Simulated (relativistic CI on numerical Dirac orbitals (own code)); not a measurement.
**Quantum defects of the np series of Tl**

Problem. The np 2P° levels with J = 3/2 of Tl lie at 6p: 7792.7, 7p: 35161.1 cm⁻¹ (NIST Handbook of Basic Atomic Spectroscopic Data (Sansonetti and Martin, J. Phys. Chem. Ref. Data 34, 1559 (2005))), and the ionisation limit at 49266.7 cm⁻¹ (NIST ASD). Find the quantum defects and predict 8p.

Working.
1. The outer electron sees the charge z = 1; R = 109737.02 cm⁻¹ for this mass. The binding energy T = limit − E defines n* = z√(R/T).
2. Values: 6p: T = 41474.0, n* = 1.6266, δ = n − n* = 4.3734; 7p: T = 14105.6, n* = 2.7892, δ = n − n* = 4.2108.
3. With δ held at 4.2108: E(8p) = limit − Rz²/(8 − δ)² = 41623.8 cm⁻¹.
4. The Ritz form δ = δ₀ + a/n*² through the last two members has a = 0.6519 and δ₀ = 4.1270, so with n* ≈ 8 − 4.2108, δ(8) = 4.1724 and E = 41776.4 cm⁻¹.

Check. The measured level is 41740.8 cm⁻¹ (δ = 4.1815), so the two predictions miss by -117.0 and 35.6 cm⁻¹. A relativistic CI calculation tied to the same limit puts it at 41034 cm⁻¹. The defect is large because this electron penetrates the core.
